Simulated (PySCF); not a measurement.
Computed shifts of a molecule CH5AlOS, PBE0/pcSseg-1 run with PySCF, GIAO, gas phase, equivalent atoms averaged, in ppm (number of nuclei): ¹H: 4.82 (1), 4.46 (3), 0.91 (1). ¹³C: 59.0 (1). References: ¹H against TMS (σ = 31.56 ppm); ¹⁷O against H2O (σ = 334.2 ppm); ¹³C against TMS (σ = 186.3 ppm); ³³S against H2S (σ = 716.7 ppm), references at their B3LYP-D3(BJ)/def2-TZVP geometries, non-relativistic. Coordinates come from a PBE-D3(BJ)/def2-SVP optimisation. The values are those of a single conformer.

Q: Which structure fits?
A. C[S][AlH][OH]
B. [CH3][Al]([OH])[SH]
C. C[O][AlH][SH]

A: C, C[O][AlH][SH]
